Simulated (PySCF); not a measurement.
Compound: C₆H₁₁N.
Bonds: C1–N2 (double), N2–C3, C3–C4, C4–C5, C5–C6, C6–C7, C3–C7. Hydrogens: H8, H9 on C1; H10 on C3; H11, H12 on C4; H13, H14 on C5; H15, H16 on C6; H17, H18 on C7.

All values: CAM-B3LYP/def2-SVPD (PySCF, non-relativistic), on one gas-phase PBE0-D3(BJ)/def2-SVP geometry that isn't relaxed in the solvent. The solvent is an IEF-PCM continuum (Bondi radii, 1.10 Å for H, scaled by 1.2). Specific hydrogen bonds and non-electrostatic terms are outside this model.

Gas phase at CAM-B3LYP/def2-SVPD: HOMO -8.70 eV, LUMO 0.91 eV, dipole 1.37 D.

What does the continuum do to the energy, the frontier levels and the dipole at CAM-B3LYP/def2-SVPD in cyclohexane and tetrahydrofuran?

```json
{"solvent": "cyclohexane", "ε": "2.017", "E(solvent) − E(gas) (kcal/mol)": "-1.23", "polarisation term (kcal/mol)": "-1.32", "distortion of the solute (kcal/mol)": "0.09", "HOMO (eV)": "-8.73", "LUMO (eV)": "0.93", "dipole (D)": "1.59"}
{"solvent": "tetrahydrofuran", "ε": "7.426", "E(solvent) − E(gas) (kcal/mol)": "-2.74", "polarisation term (kcal/mol)": "-3.24", "distortion of the solute (kcal/mol)": "0.50", "HOMO (eV)": "-8.79", "LUMO (eV)": "0.93", "dipole (D)": "1.94"}
```

The polarisation term is half the interaction of the solute with the surface charges that it induces; the rest is the cost of distorting the solute's density. The sum is the electrostatic part of solvation alone. From cyclohexane to tetrahydrofuran the lowering changes by a factor 2.22, Onsager's factor (ε − 1)/(2ε + 1) by 2.01 and ε itself by 3.7.

Which radius a makes the point-dipole formula ΔE = −[(ε − 1)/(2ε + 1)]·μ²/a³ give the value in tetrahydrofuran, with the gas-phase dipole?

μ = 0.541 au and |ΔE| = 0.00436 Eh give a = 1.59 Å; the farthest nucleus lies 3.84 Å from the centroid of the nuclei, so such a sphere wouldn't even hold the nuclei. The formula assumes a rigid point dipole at the centre of a sphere.

How does the static polarisability (CAM-B3LYP/def2-SVPD, frozen core, with the continuum's full static response) change?

| medium | isotropic (au) | principal values (au) | ⟨r²⟩ of the electrons (bohr²) |
| --- | --- | --- | --- |
| gas | 78.5 | 68.1, 70.4, 97.0 | 838.9 |
| cyclohexane | 87.9 | 76.9, 79.1, 107.9 | 838.4 |
| tetrahydrofuran | 100.3 | 89.2, 91.8, 119.9 | 837.9 |

The isotropic value in tetrahydrofuran is 1.28 times the gas-phase one; no cavity-field correction is applied. ⟨r²⟩ is taken about the centre of nuclear charge.
